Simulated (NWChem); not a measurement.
System: CH$_{9}$NSi$_{2}$; SMILES C[Si@@H](N)[SiH3]

The following NWChem deck was run.

```
start job
memory heap 200 mb stack 900 mb global 1100 mb
geometry units angstroms noautosym nocenter noautoz
  C     -1.548999     1.343743     0.206104
  Si     0.054163     0.543934    -0.390280
  N      1.417480     1.386306     0.337277
  Si     0.000180    -1.772618     0.101825
  H     -1.538292     2.431245    -0.010206
  H     -1.678356     1.208369     1.299564
  H     -2.426757     0.889184    -0.296515
  H      0.213230     0.709045    -1.880663
  H      1.502038     1.328800     1.357549
  H      2.337054     1.202907    -0.076392
  H      1.265994    -2.453822    -0.358242
  H     -0.091429    -1.974003     1.596623
  H     -1.165453    -2.500928    -0.523399
end
basis spherical
  * library 6-31g*
end
dft
  xc m05-2x
  iterations 150
end
cosmo
  do_cosmo_smd true
  solvent meg
end
task dft energy
```

Excerpt of the output:

```
             Northwest Computational Chemistry Package (NWChem) 7.3.0
             --------------------------------------------------------

                             Geometry "geometry" -> ""
                             -------------------------

 Output coordinates in angstroms (scale by  1.889725989 to convert to a.u.)

  No.       Tag          Charge          X              Y              Z
 ---- ---------------- ---------- -------------- -------------- --------------
    1 C                    6.0000    -1.54899900     1.34374300     0.20610400
    2 Si                  14.0000     0.05416300     0.54393400    -0.39028000
    3 N                    7.0000     1.41748000     1.38630600     0.33727700
    4 Si                  14.0000     0.00018000    -1.77261800     0.10182500
    5 H                    1.0000    -1.53829200     2.43124500    -0.01020600
    6 H                    1.0000    -1.67835600     1.20836900     1.29956400
    7 H                    1.0000    -2.42675700     0.88918400    -0.29651500
    8 H                    1.0000     0.21323000     0.70904500    -1.88066300
    9 H                    1.0000     1.50203800     1.32880000     1.35754900
   10 H                    1.0000     2.33705400     1.20290700    -0.07639200
   11 H                    1.0000     1.26599400    -2.45382200    -0.35824200
   12 H                    1.0000    -0.09142900    -1.97400300     1.59662300
   13 H                    1.0000    -1.16545300    -2.50092800    -0.52339900

 Effective nuclear repulsion energy (a.u.)     219.6469240457

                                 NWChem DFT Module
                                 -----------------

 Summary of "ao basis" -> "ao basis" (spherical)
 ------------------------------------------------------------------------------
       Tag                 Description            Shells   Functions and Types
 ---------------- ------------------------------  ------  ---------------------
 C                           6-31g*                  6       14   3s2p1d
 Si                          6-31g*                  8       18   4s3p1d
 N                           6-31g*                  6       14   3s2p1d
 H                           6-31g*                  2        2   2s

 in cosmo_initialize ...
 calling solv_data for solv:meg

[...]

                                COSMO-SMD solvation results
                                ---------------------------

             internal energy in gas <Psi(g)|H|Psi(g)> =      -677.190697376416
         internal energy in solvent <Psi(s)|H|Psi(s)> =      -677.189827844743
                               delta internal energy  =         0.000869531673 (    0.55 kcal/mol)
   total free energy in solvent <Psi(s)|H+V/2|Psi(s)> =      -677.198835771365
 polarization energy contribution <Psi(s)|V/2|Psi(s)> =        -0.009007926622 (   -5.65 kcal/mol)
    total free energy in solvent including G(SMD-CDS) =      -677.193663461731
                       G(SMD-CDS) energy contribution =         0.005172309634 (    3.25 kcal/mol)
     1 M fixed-concentration free energy of solvation =        -0.002966085315 (   -1.86 kcal/mol)

                       DFT Final Molecular Orbital Analysis
                       ------------------------------------

 Vector   23  Occ=2.000000D+00  E=-3.731756D-01
              MO Center= -4.3D-01,  5.0D-01, -3.4D-01, r^2= 4.1D+00
   Bfn.  Coefficient  Atom+Function         Bfn.  Coefficient  Atom+Function
  ----- ------------  ---------------      ----- ------------  ---------------
     3      0.272801   1 C  px               23      0.259199   2 Si pz
    72     -0.252461   8 H  s                21     -0.225703   2 Si px
    71     -0.201195   8 H  s                 7      0.169265   1 C  px
     5     -0.147961   1 C  pz               80     -0.128736  12 H  s
    55     -0.118371   4 Si pz                4     -0.117005   1 C  py

 Vector   24  Occ=2.000000D+00  E=-3.656077D-01
              MO Center=  5.7D-01,  4.4D-01,  5.6D-02, r^2= 4.1D+00
   Bfn.  Coefficient  Atom+Function         Bfn.  Coefficient  Atom+Function
  ----- ------------  ---------------      ----- ------------  ---------------
    36      0.356649   3 N  py               40      0.298621   3 N  py
    22      0.232117   2 Si py               54     -0.201603   4 Si py
    23     -0.133609   2 Si pz                4     -0.131500   1 C  py
    26      0.126337   2 Si py               78      0.125232  11 H  s
    21     -0.124397   2 Si px               80      0.112703  12 H  s

 Vector   25  Occ=2.000000D+00  E=-2.937166D-01
              MO Center=  5.3D-01,  2.8D-01,  6.4D-02, r^2= 4.1D+00
   Bfn.  Coefficient  Atom+Function         Bfn.  Coefficient  Atom+Function
  ----- ------------  ---------------      ----- ------------  ---------------
    36      0.395355   3 N  py               40      0.368046   3 N  py
    54      0.339604   4 Si py               22     -0.255724   2 Si py
    58      0.157641   4 Si py               56      0.153492   4 Si s
    52      0.152565   4 Si s                82     -0.136350  13 H  s
    50     -0.129127   4 Si py               72     -0.122947   8 H  s

 Vector   26  Occ=0.000000D+00  E= 5.460909D-02
              MO Center=  2.4D-01, -4.1D-01, -1.5D-01, r^2= 5.2D+00
   Bfn.  Coefficient  Atom+Function         Bfn.  Coefficient  Atom+Function
  ----- ------------  ---------------      ----- ------------  ---------------
    25      0.656476   2 Si px               38     -0.657897   3 N  s
    82      0.613226  13 H  s                57      0.444689   4 Si px
    26      0.407485   2 Si py               59      0.367579   4 Si pz
    80     -0.368646  12 H  s                58      0.273915   4 Si py
    56      0.269651   4 Si s                27      0.252850   2 Si pz

[...]
```

Level: M05-2X/6-31G* (spherical d), SMD on the gas-phase geometry. Structure relaxed at the PBE-D3(BJ)/def2-SVP level. Not confirmed as a minimum by frequencies. Solvent: ethylene glycol.
